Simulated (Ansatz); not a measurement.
`C[CH2][Mg][Br]` + H₂O → `C[CH2][Mg][OH]` + HBr at 500 K and 1 bar (formal hydrolysis of a Mg–Br bond).

Isolated molecules relaxed with PBE0-D4/def2-TZVP in Ansatz; ΔE leaves out vibrations. CCSD(T)/CBS is the MP2 limit (def2-TZVPP, def2-QZVPP) plus CCSD(T) − MP2 in def2-TZVPP, frozen cores. This one scheme is used for every species. For Br, Mg outer-core shells are correlated without core-valence functions, which leaves a few kJ/mol of doubt a bond. Scalar relativity is left out up to krypton. Each species was taken in one conformer, which may not be the lowest.

| species | CCSD(T)/CBS energy (Eh) | H − E (kJ/mol) | S (J/(mol·K)) |
| --- | --- | --- | --- |
| `C[CH2][Mg][Br]` | -2852.39929 | 210.5 | 399.9 |
| H₂O | -76.37941 | 73.2 | 206.3 |
| `C[CH2][Mg][OH]` | -354.82367 | 244.3 | 411.1 |
| HBr | -2573.91920 | 30.5 | 213.7 |

H − E and S are ideal-gas, rigid-rotor, harmonic terms from PBE0-D4/def2-TZVP, for one conformer and one mirror image of each species. 1 Eh = 2625.50 kJ/mol, R = 8.31446 J/(mol·K).

Problem. By hand: ΔE, ΔH, ΔS and ΔG.

Solution. ΔE = (-354.82367) + (-2573.91920) − (-2852.39929) − (-76.37941) = 0.03583 Eh = 94.1 kJ/mol. Δ(H − E) = 244.3 + 30.5 − 210.5 − 73.2 = -8.9, so ΔH = 85.2 kJ/mol. ΔS = 411.1 + 213.7 − 399.9 − 206.3 = 18.6 J/(mol·K). ΔG = 85.2 − 500 × (18.6)/1000 = 75.9 kJ/mol.

Problem. By hand: the equilibrium constant, and the temperature at which ΔG would vanish if ΔH and ΔS stayed fixed.

Solution. log₁₀ K = −ΔG/(RT ln 10) = -7.9. ΔG = 0 at ΔH/ΔS = 4581 K, far beyond where these terms or the molecules hold.

ΔH outweighs TΔS. A doubt of 5 kJ/mol in ΔE shifts log₁₀ K by 0.5 here. Other conformers and mirror images would add mixing entropy, several J/(mol·K) or more a flexible species. These are equilibria of isolated gas molecules and say nothing of rates. Largest T1 diagnostic: 0.010 (customary marks: 0.02 for closed shells, 0.045 for open ones).
